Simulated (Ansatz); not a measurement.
Au (SMILES [Au+]), charge +1, singlet (core potentials on Au); CAM-B3LYP/def2-SVP (Ansatz, a first-principles code).

Ansatz was given this input:
Ansatz 0.2 input:
```yaml
crystal:
  periodic: [false, false, false]
  atoms:
    - {symbol: Au, position_ang: [0.00000000, 0.00000000, 0.00000000]}
basis:
  gaussian:
    orbitals: def2-SVP
hamiltonian:
  xc: cam_b3lyp
total_charge: 1
magnetization: {spin_polarized: true}
```

Task: Predict the main parts of the log of this Ansatz run.

Result: 
```
Functional definition: CAM-B3LYP
214 factors; integrals over basis functions are off by at most 1.9e-4 eV
69 factors; integrals over basis functions are off by at most 2.5e-5 eV
mean field evaluation 1: about -3677.8647 eV, gradient 3.0e1 eV
mean field evaluation 2: about -3679.1721 eV, gradient 2.8e1 eV
mean field evaluation 4: about -3682.1274 eV, gradient 4.7e-1 eV
mean field evaluation 8: about -3682.1285 eV, gradient 2.1e-4 eV
mean field evaluation 16: about -3682.1002 eV, gradient 9.0e-1 eV
mean field -3682.12854002 eV, -135.3157280093 hartree, gradient 6.4e-5 eV, S^2 0.000000; 1 other end points of the search recorded, 0 dependent functions left out
reference -3682.12860786 eV, -135.3157305025 hartree; 9, 9 occupied and 23, 23 virtual orbitals, 214 factors
Total energy: -3682.12860786 eV, -135.3157305025 hartree
```
